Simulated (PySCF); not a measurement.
## Zr²⁺ (zirconium, charge +2) across methods

[Kr] 4d2, high-spin 3F determinant. Calculation: PySCF 2.14, in aug-cc-pVDZ-PP with ECP28MDF (5s5p4d2f, 54 functions); scalar relativity through the core potential.

```json
{"method": "CAM-B3LYP", "E (hartree)": "-45.9901", "mean ε 4p α (eV)": "-51.415", "mean ε 4p β (eV)": "-49.756", "mean ε 4d α (eV)": "-20.894", "Σ⟨r²⟩ (bohr²)": "25.90", "⟨S²⟩": "2.001"}
{"method": "PBE0", "E (hartree)": "-46.0220", "mean ε 4p α (eV)": "-49.928", "mean ε 4p β (eV)": "-48.247", "mean ε 4d α (eV)": "-19.549", "Σ⟨r²⟩ (bohr²)": "25.85", "⟨S²⟩": "2.001"}
{"method": "HSE06", "E (hartree)": "-46.0206", "mean ε 4p α (eV)": "-49.510", "mean ε 4p β (eV)": "-47.838", "mean ε 4d α (eV)": "-19.141", "Σ⟨r²⟩ (bohr²)": "25.86", "⟨S²⟩": "2.001"}
{"method": "UHF", "E (hartree)": "-45.66003", "mean ε 4p α (eV)": "-56.530", "mean ε 4p β (eV)": "-53.318", "mean ε 4d α (eV)": "-22.923", "Σ⟨r²⟩ (bohr²)": "25.80", "⟨S²⟩": "2.003"}
{"method": "TPSSh", "E (hartree)": "-46.0241", "mean ε 4p α (eV)": "-48.575", "mean ε 4p β (eV)": "-47.092", "mean ε 4d α (eV)": "-18.770", "Σ⟨r²⟩ (bohr²)": "25.81", "⟨S²⟩": "2.001"}
{"method": "LDA", "E (hartree)": "-45.8693", "mean ε 4p α (eV)": "-47.391", "mean ε 4p β (eV)": "-46.167", "mean ε 4d α (eV)": "-18.129", "Σ⟨r²⟩ (bohr²)": "26.20", "⟨S²⟩": "2.000"}
{"method": "PBE", "E (hartree)": "-46.0235", "mean ε 4p α (eV)": "-47.421", "mean ε 4p β (eV)": "-46.184", "mean ε 4d α (eV)": "-18.216", "Σ⟨r²⟩ (bohr²)": "25.99", "⟨S²⟩": "2.000"}
{"method": "r2SCAN", "E (hartree)": "-46.0483", "mean ε 4p α (eV)": "-48.386", "mean ε 4p β (eV)": "-46.831", "mean ε 4d α (eV)": "-18.395", "Σ⟨r²⟩ (bohr²)": "25.83", "⟨S²⟩": "2.001"}
{"method": "PBEsol", "E (hartree)": "-45.9280", "mean ε 4p α (eV)": "-47.301", "mean ε 4p β (eV)": "-46.062", "mean ε 4d α (eV)": "-18.109", "Σ⟨r²⟩ (bohr²)": "26.06", "⟨S²⟩": "2.000"}
```

Energies and moments cover only the electrons outside the core potential.
